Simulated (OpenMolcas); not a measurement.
## Fe2+ in a point-charge field

Fe2+ among 6 point charges of -1.76 e arranged as a tetragonal octahedron (D4h), 1.88 Å from the ion, with the axial distance 2.030 Å. The active orbitals were held to one l.

| Item | Value |
| --- | --- |
| Program | OpenMolcas |
| Method | CASSCF |
| Basis | ANO-RCC-VDZP [5s4p2d1f] |
| Scalar Hamiltonian | DKH2, point nucleus |
| Active space | 6 electrons in 5 orbitals (3d) |
| State averaging | 2S+1 = 5 even, 5 roots; 2S+1 = 3 even, 45 roots; 2S+1 = 1 even, 50 roots |
| Spin-orbit coupling | RASSI with atomic mean-field integrals over the reference wave functions |

The lowest spin-free states (labels of D4, the rotations of D4h), above the lowest:

```csv
State,Degeneracy,E (cm-1),Free-ion L (%)
5E,2,0.0,D (100)
5B2,1,1879,D (100)
5A1,1,5763,D (100)
5B1,1,9311,D (100)
3E,2,19232,H (61)
3A2,1,20107,H (62)
3B2,1,21311,H (63)
3E,2,22303,H (83)
3A2,1,23622,H (66)
3E,2,23652,H (64)
3B1,1,25335,H (65)
1A1,1,26206,G (48)
3A1,1,26534,H (88)
3E,2,26664,G (53)
3A2,1,26912,P (60)
3B2,1,27188,G (55)
3E,2,28170,G (37)
1E,2,29546,I (64)
3B1,1,29802,F (90)
3E,2,30044,F (36)
```

The lowest levels with spin-orbit coupling:

```
E (cm-1)  Degeneracy  Label  2S+1               g
     0.0           2      E     5  0.00 0.00 9.95
    68.5           1     B2     5                
    91.5           1     B1     5                
   174.5           2      E     5  0.00 0.00 1.97
   261.0           1     A1     5                
   311.7           1     A2     5                
   412.7           2      E     5  0.00 0.00 5.97
    2072           1     A1     5                
    2073           1     A2     5                
    2117           2      E     5  0.00 0.00 4.23
    2131           1     B2     5                
    5993           2            5  0.00 0.00 8.00
    6005           2      E     5  0.00 0.00 4.00
    6008           1     A1     5                
    9535           1     B1     5                
    9538           2      E     5  0.00 0.00 3.77
    9547           2            5  0.00 0.00 7.54
   19202           1     B1     3                
   19239           1     B2     3                
   19419           2      E     3  0.00 0.00 3.92
```

Powder χT (cm3 K/mol): 3.14 at 2 K, 3.3 at 10 K, 3.83 at 50 K, 3.95 at 100 K, 3.89 at 200 K, 3.82 at 300 K. The effective moment at 300 K is 2.828 √(χT) = 5.52 μB.

The lowest level has 2S+1 = 5, for which the spin-only value is χT = S(S+1) / 2 = 3.000 cm3 K/mol (g = 2). The computed 3.816 at 300 K differs by +0.816, through orbital momentum, spin-orbit coupling and any other state in reach.

An orbital doublet at a regular site is open to a Jahn-Teller distortion, which this geometry leaves out. Without dynamic correlation the repulsion within the d shell is too large (B by tens of per cent), so at a given field states of lower spin stand too high. Point charges carry no covalency, so the field is a model and not that of real ligands. No measured value stands beside these numbers.

The RASSCF and RASSI steps took 20 s on 1 thread of Arm Neoverse V2 (shared host); the integral step is not counted.

With an even number of electrons the g values are those of a degenerate or nearly degenerate non-Kramers pair.
